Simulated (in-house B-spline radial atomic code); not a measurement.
Radial electron density of the bromine ion Br²⁺, [Ar] 3d10 4s2 4p3. Level of theory: non-relativistic Hartree-Fock, average of configuration, point nucleus, inside a hard spherical wall at 2.9 bohr; calculated with an all-electron radial atomic-structure program (B-spline basis).

Columns: r (bohr), 4πr²n(r) (electrons per bohr), bar.

```
 0.00204    1.341 #
 0.00244    1.866 ##
 0.00293      2.6 ##
 0.00351    3.583 ###
 0.00421    4.909 ####
 0.00505    6.661 ######
 0.00605    8.915 ########
 0.00726     11.8 ##########
  0.0087    15.32 #############
  0.0104    19.45 #################
  0.0125    24.29 #####################
   0.015    29.42 #########################
   0.018    34.46 ##############################
  0.0216    38.82 #################################
  0.0259     41.8 ####################################
   0.031    42.87 #####################################
  0.0372    41.87 ####################################
  0.0446    39.31 ##################################
  0.0534    36.52 ###############################
  0.0641    35.27 ##############################
  0.0768    37.04 ################################
  0.0921    41.89 ####################################
    0.11    47.66 #########################################
   0.132    51.15 ############################################
   0.159    49.11 ##########################################
    0.19    41.94 ####################################
   0.228    33.18 #############################
   0.274    28.23 ########################
   0.328    29.39 #########################
   0.394     33.6 #############################
   0.472    35.11 ##############################
   0.566    30.75 ##########################
   0.679     22.1 ###################
   0.814    13.51 ############
   0.976    8.037 #######
    1.17    5.869 #####
     1.4    5.202 ####
    1.68    4.279 ####
    2.02    2.576 ##
    2.42   0.8106 #
    2.87 0.003179
```

On this grid the curve has 3 maxima, near 0.031, 0.132, 0.472 bohr.

The 4p radial function P(r) = rR(r), positive near the nucleus:

| r (bohr) | P |
| --- | --- |
| 0.00244 | 0.0009579 |
| 0.00351 | 0.001945 |
| 0.00505 | 0.00392 |
| 0.00726 | 0.007794 |
| 0.0104 | 0.01514 |
| 0.015 | 0.02906 |
| 0.0216 | 0.05366 |
| 0.031 | 0.09368 |
| 0.0446 | 0.1523 |
| 0.0641 | 0.221 |
| 0.0921 | 0.2676 |
| 0.132 | 0.231 |
| 0.19 | 0.04943 |
| 0.274 | -0.2448 |
| 0.394 | -0.4399 |
| 0.566 | -0.2846 |
| 0.814 | 0.2326 |
| 1.17 | 0.782 |
| 1.68 | 0.915 |
| 2.42 | 0.4274 |
